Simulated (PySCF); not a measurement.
**BeBr, r²SCAN: how much the basis matters**

PySCF, UKS reference; doublet, unpaired electrons σ ↑; De to Be + Br without counterpoise correction.

```
       basis     relativity  functions  Re (Å)  ωe (cm⁻¹)  De (eV)  μ (D)
    def2-SVP  no relativity         41   1.993        684     3.83  -0.75
   def2-SVPD  no relativity         53   1.996        673     3.83  -0.86
x2c-TZVPPall  spin-free X2C         67   1.971        693     3.80  -0.74
```

Q: How does each smaller set differ from the one with most functions, x2c-TZVPPall?

A: def2-SVP: +2.2 pm, -1.3 % in ωe, +0.03 eV in De; def2-SVPD: +2.5 pm, -2.9 % in ωe, +0.03 eV in De. All at r²SCAN; the set with most functions is neither the basis-set limit nor always the best. The rows treat relativity differently, so the differences are not basis effects alone.

A positive dipole means Be(−)Br(+). Spin–orbit coupling is left out. The state is the lowest determinant that a PBE0 search found; another state may lie lower at other levels.
